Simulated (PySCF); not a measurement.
Te(SMe)(GeH3), SMILES CS[Te][GeH3] (CH6GeSTe) (PBE0/def2-SVP optimised geometry):

```
10

Te    -1.476    -0.476     0.000
S     -1.616     1.942     0.000
C     -1.616     2.349     1.768
H     -2.488     1.923     2.282
H     -1.675     3.448     1.817
H     -0.690     2.021     2.261
Ge     1.096    -0.476     0.000
H      1.600     0.318     1.218
H      1.562    -1.942     0.100
H      1.616     0.162    -1.298
```

Level of theory: PBE0/def2-TZVP, def2 effective core potentials past Kr (PySCF).

Problem. What are the frontier orbital energies and the dipole moment?

Solution. HOMO-2 -8.51 eV, HOMO-1 -6.71 eV, HOMO -6.46 eV, LUMO -1.71 eV, LUMO+1 -0.70 eV; dipole moment 1.54 D.
